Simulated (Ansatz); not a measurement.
Molecule: CH4BO2 (charge 0, doublet). SMILES: OB([O])C
Coordinates optimised at B3LYP-D3(BJ)/def2-TZVP (Ansatz, a program for electronic structure):
```xyz
8

C     -1.4134    -0.2907    -0.0298
B      0.1428     0.0719    -0.0105
O      0.4027     1.3279    -0.3869
O      1.1335    -0.7972     0.3511
H     -1.7129    -0.5948     0.9770
H     -2.0506     0.5322    -0.3461
H     -1.5670    -1.1312    -0.7122
H      0.8071    -1.6667     0.5990
```
Charge 0, spin multiplicity 2.

Wanted: enthalpy of formation at 298 K, in kcal/mol. Terms: LANL2DZ all-electron up to Ne; valence correlation only; non-relativistic; no dispersion term unless named; 6-311+G** with 5d; spin-orbit terms left out; six Cartesian d functions in 6-31G* and its kin unless marked 5d; UHF or UKS for open shells. CBS marks a two-point X^-3 extrapolation of the correlation energy; Hartree-Fock from the larger set. Ab initio and DFT rows: single points at B3LYP-D3(BJ) geometries (Ansatz), with unscaled harmonic terms from B3LYP/6-31G* (Ansatz) at its own minima, enthalpies of formation by atomisation with measured atoms.

Coupled cluster (Ansatz) is a level with limits of its own, used here on species with T1 under 0.025 (0.045 for open shells) and stable references: CCSD(T)/CBS(aug-cc-pVTZ,aug-cc-pVQZ).

Value to compare with, CCSD(T)/CBS(aug-cc-pVTZ,aug-cc-pVQZ) (Ansatz): -104.8 kcal/mol.

```csv
level,program,enthalpy of formation at 298 K (kcal/mol),difference
B3LYP/STO-3G,Ansatz,-214.7,-109.9
B3LYP/3-21G,Ansatz,-87.9,16.9
B3LYP/LANL2DZ,Ansatz,-65.9,38.9
B3LYP/6-31G,Ansatz,-72.0,32.8
B3LYP/6-31G*,Ansatz,-103.5,1.3
B3LYP/6-31+G*,Ansatz,-97.4,7.4
B3LYP/6-31G**,Ansatz,-110.3,-5.5
B3LYP/def2-SVP,Ansatz,-112.6,-7.8
B3LYP/cc-pVDZ,Ansatz,-94.9,9.9
B3LYP/6-311+G**,Ansatz,-100.4,4.4
B3LYP/def2-TZVPD,Ansatz,-105.0,-0.2
```

Among the 10 habitual levels, B3LYP/STO-3G lies farthest from CCSD(T)/CBS(aug-cc-pVTZ,aug-cc-pVQZ) (Ansatz) (-109.9 kcal/mol) and B3LYP/6-31G* nearest (1.3); 7 of 10 lie above it, and their mean absolute difference is 23.5 kcal/mol, the median 8.8. One case shows no general order.

The sets are all those run for this method; left out are runs that failed, that the program found above a lower state of the same kind, or whose <S^2> lies over 0.5 above the pure value.
